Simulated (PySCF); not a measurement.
## Manganese: highly charged ions in a basis for the neutral atom

Mn¹⁷⁺ [He] 2s2 2p4, Mn¹⁸⁺ [He] 2s2 2p3. Computed with PySCF 2.14 in Sapporo-DKH3-DZP-2012, with scalar relativity by spin-free X2C-1e. No spin-orbit coupling, so a gap to NIST mixes the basis error with missing relativistic terms.

Changed run: basis of the neutral atom used for a highly charged ion. This setting is unsound on purpose.

| species | method | sound run (hartree) | changed run (hartree) | converged |
| --- | --- | --- | --- | --- |
| Mn¹⁷⁺ | UHF | not run | -966.79556 | yes |
| Mn¹⁷⁺ | r2SCAN | not run | -967.08296 | yes |
| Mn¹⁷⁺ | B3LYP | not run | -967.00647 | yes |
| Mn¹⁸⁺ | UHF | not run | -918.32672 | yes |
| Mn¹⁸⁺ | r2SCAN | not run | -918.51786 | yes |
| Mn¹⁸⁺ | B3LYP | not run | -918.43576 | yes |

Ionisation energy of Mn¹⁷⁺:

```csv
method,changed run (eV),NIST (eV)
UHF,1318.9,1320.3 ± 2.5
r2SCAN,1321.5,1320.3 ± 2.5
B3LYP,1321.7,1320.3 ± 2.5
```

The contracted functions were made for the neutral atom and can be too rigid for a highly charged ion.
